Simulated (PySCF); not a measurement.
Species: C5H11Al.
Cartesian coordinates in Å at the PBE0-D3(BJ)/def2-SVP level; atoms count from 1:
```xyz
17
C5H11Al angstrom
C      2.2937    0.0814   -0.3193
C      0.9183   -0.0173    0.3259
C     -0.0664   -0.9259   -0.4369
C     -1.4940   -0.8045    0.1164
C     -1.9451    0.6691    0.1692
Al    -0.2464    1.5514    0.6218
H      2.7673   -0.9099   -0.4377
H      2.9836    0.7046    0.2711
H      2.2392    0.5273   -1.3270
H      1.0395   -0.4547    1.3416
H     -0.0740   -0.6299   -1.5044
H      0.2612   -1.9821   -0.4236
H     -1.5066   -1.2257    1.1387
H     -2.1835   -1.4322   -0.4747
H     -2.2522    1.0061   -0.8409
H     -2.8208    0.8281    0.8172
H      0.0891    3.0427    1.0747
```

The calculation used PBE0-D3(BJ)/def2-SVP geometry optimisation, gas phase (PySCF).

Which atoms are bound to Al6, and at what distances?

3 atoms: H17 1.594 Å, C5 1.967 Å, C2 1.976 Å. The nearest atom not counted as bound is H10, at 2.49 Å.

List the angles at Al6.

```
     angle  degrees  distance of the outer atoms (Å)
C5–Al6–H17    131.8                             3.25
C2–Al6–H17    131.4                             3.26
 C2–Al6–C5     96.8                             2.95
```

What is the shape at Al6?

Planar: angles 131.8°, 131.4° and 96.8°, sum 360.0°, 0.00 Å off the plane of its three neighbours.

What are the other bond lengths?

C1–C2 1.523 Å; C2–C3 1.542 Å; C3–C4 1.536 Å; C4–C5 1.542 Å; C1–H7, C1–H8, C1–H9 1.103 Å; C2–H10 1.113 Å; C3–H11 1.108 Å; C3–H12 1.106 Å; C4–H13 1.106 Å; C4–H14 1.104 Å; C5–H15 1.108 Å; C5–H16 1.101 Å.

Give some angles away from the centre.

C1–C2–C3 113.9°, C1–C2–Al6 123.0°, C3–C2–Al6 99.5°, C2–C3–C4 111.6°, C3–C4–C5 111.1°, C4–C5–Al6 100.6°.

What are the rotational constants (commonest isotopes, rigid rotor)?

A = 4144, B = 2473, C = 1678 MHz: an asymmetric top.

Point group: C1 (no symmetry element, even within 0.4 Å). Charge 0, singlet. Whether it is a minimum is left open (no frequencies).

One conformer stands for the species.
